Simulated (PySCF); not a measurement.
## Assigning NMR signals

Atoms are numbered as in `[CH3:1][B:2]([CH3:3])[CH2:4][O+:5]([CH3:6])[AlH3-:7]`. Each H is labelled by its parent atom.

In vacuum, rapidly exchanging positions averaged, a single conformation, non-relativistic Hamiltonian. Structure optimised with PBE0-D3(BJ)/def2-SVP; σ from GIAO-CAM-B3LYP/pcSseg-1; PySCF.

Referencing at the same level of theory: TMS for $^{13}$C, $^{1}$H.

Task: Assign these signals to the numbered atoms. $^{13}$C{$^{1}$H} NMR (computed): δ 78.1, 63.0, 11.5.

Result: 
```tsv
δ (ppm)	atoms	environment	reason
78.1	C4	sp3 CH2 bonded to B and O	the inductive effect lowers its shielding
63.0	C6	methyl carbon bonded to O	pulled downfield by the heteroatom
11.5	C1/C3	methyl carbon bonded to B	–
```

Task: Assign these signals to the numbered atoms. $^{1}$H NMR (500 MHz, computed): δ 4.04 (br, 3H), 3.99 (s, 2H), 3.64 (s, 3H), 0.95 (s, 6H).

Result: 
| δ (ppm) | atoms | environment | reason |
| --- | --- | --- | --- |
| 4.04 | H(Al7) | hydrogen on an aluminium bonded to O | – |
| 3.99 | H(C4) | hydrogen on an sp3 CH2 bonded to B and O | its carbon carries O, which withdraws density |
| 3.64 | H(C6) | hydrogen on a methyl carbon bonded to O | its carbon carries O, hence the downfield position |
| 0.95 | H(C1)/H(C3) | hydrogen on a methyl carbon bonded to B | – |

H(Al7) and H(C4) lie closer than the usual error of such a calculation, so a measured spectrum could show them in the other order.

Hydrides on Al or Ga are broadened by the quadrupolar metal nucleus. A carbon bonded to boron is broadened by the quadrupolar boron nucleus and is often missing from a measured spectrum. Shifts are as computed, not scaled to solution data. Of 1211 compounds with measured shifts, 218 miss one by over three times the rms of a fit or turn the order of signals round; such compounds aren't used in these exercises. Multiplicities follow the n + 1 count of equivalent neighbours, as no J values were calculated; m marks all less simple cases, F and P coupling included.
